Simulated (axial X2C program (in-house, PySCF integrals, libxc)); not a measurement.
Potential curves of CaO, 2c

Computed with an in-house all-electron X2C program for linear molecules (integrals from PySCF). Two-component (2c) means X2C with spin–orbit coupling and atomic mean-field two-electron Coulomb and Gaunt terms. Basis: Ca dyall-v4z [12s12p6d5f3g], O dyall-v4z [7s6p3d2f1g] (cores contracted in-house); Gaussian nuclei, density fitting, unrestricted open shells. Masses: Ca 39.963 u, O 15.995 u.

State: Ω = 0 (closed shell). Energies in cm⁻¹ from the fragments at the same level (Ca + O). Fits are polynomials in 1 − R0/R over 0.85 to 1.23 times the lowest point R0.

```json
{"R (Å)": "1.5625", "HF": "6908", "B97-3": "-25188", "PBE0": "-26320"}
{"R (Å)": "1.6344", "HF": "1582", "B97-3": "-29948", "PBE0": "-30961"}
{"R (Å)": "1.6882", "HF": "-938", "B97-3": "-32088", "PBE0": "-33027"}
{"R (Å)": "1.7421", "HF": "-2418", "B97-3": "-33252", "PBE0": "-34129"}
{"R (Å)": "1.7960", "HF": "-3026", "B97-3": "-33627", "PBE0": "-34446"}
{"R (Å)": "1.8589", "HF": "-2839", "B97-3": "-33272", "PBE0": "-34036"}
{"R (Å)": "1.9217", "HF": "-1893", "B97-3": "-32272", "PBE0": "-32985"}
{"R (Å)": "2.0025", "HF": "149", "B97-3": "-30304", "PBE0": "-30960"}
{"R (Å)": "2.1013", "HF": "3469", "B97-3": "-27249", "PBE0": "-27827"}
{"R (Å)": "2.2450", "HF": "", "B97-3": "-22299", "PBE0": "-22671"}
```

The state is a single determinant with fixed occupations, the lowest that a limited PBE0 search found. Closed shells are restricted here (equal orbitals for both partners); the stretched side of such a curve lies too high. Dissociation energies refer to the lowest single-determinant-based atoms at the same level and basis. The 2c atoms are single determinants rather than J levels; their spin–orbit lowering is only partly caught, and De is too large by that part. This holds for B97-3, PBE0. Without a current term, density functionals place determinants with orbital angular momentum somewhat too high. The stretched end of a curve changes character and is left out.

Q: Fit the HF curve near its minimum: give the equilibrium distance, the harmonic wavenumber and the well depth.

A: At HF, 2c: Re = 1.814 Å, ωe ≈ 824 cm⁻¹, De = 0.38 eV to Ca + O; Be follows as 0.449 cm⁻¹.

Q: Fit the B97-3 curve near its minimum: give the equilibrium distance, the harmonic wavenumber and the well depth.

A: At B97-3, 2c: Re = 1.799 Å, ωe ≈ 795 cm⁻¹, De = 4.17 eV to Ca + O; Be follows as 0.456 cm⁻¹.

Q: What are Re, ωe and De at the PBE0 level?

A: At PBE0, 2c: Re = 1.794 Å, ωe ≈ 799 cm⁻¹, De = 4.27 eV to Ca + O; Be follows as 0.458 cm⁻¹.
